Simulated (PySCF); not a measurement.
Sb2, charge +1, doublet, at a GFN2-xTB geometry (a state made from the parent by changing its charge; the spin is typed, not shown lowest) (core potentials on Sb). Base run: PBE/def2-SVP run with PySCF.

PySCF was given this input:
```python
from pyscf import gto, scf, dft, solvent

mol = gto.M(
    atom='''
Sb   -0.000000   -0.000000   -1.344861
Sb    0.000000    0.000000    1.344861
''',
    basis='def2-svp',
    ecp={'Sb': 'def2-svp'},
    charge=1,
    spin=1,
    verbose=4,
)

mf = dft.UKS(mol)
mf.xc = 'pbe'
mf.kernel()
mf.analyze()
```

Each row names what was changed in the base input (with any setting that the change needs).

```tsv
change	ΔE vs base (kJ/mol)
base	0.00
model = IEF-PCM; solvent = 2-propanol; lebedev_order = 41	-230.1
model = ddCOSMO; solvent = 2-propanol	-237.7
model = IEF-PCM; solvent = tetrahydrofuran	-210.0
model = IEF-PCM; solvent = methanol	-235.5
model = C-PCM; solvent = 2-propanol	-230.3
model = COSMO; solvent = 2-propanol	-224.5
model = IEF-PCM; solvent = 2-propanol	-230.2
model = IEF-PCM; solvent = 2-propanol; vdw_scale = 1.4	-195.6
model = IEF-PCM; solvent = 2-propanol; r_probe = 0.5	-190.0
model = IEF-PCM; solvent = 2-propanol; vdw_scale = 1.0	-295.9
model = IEF-PCM; solvent = acetonitrile	-236.1
```

The base is the gas phase, so ΔE is the electrostatic part of solvation at a fixed geometry, without cavity and dispersion terms.

Open shells are given as the SCF converged; they aren't shown to be the lowest states, and a large step between rows can be another state.
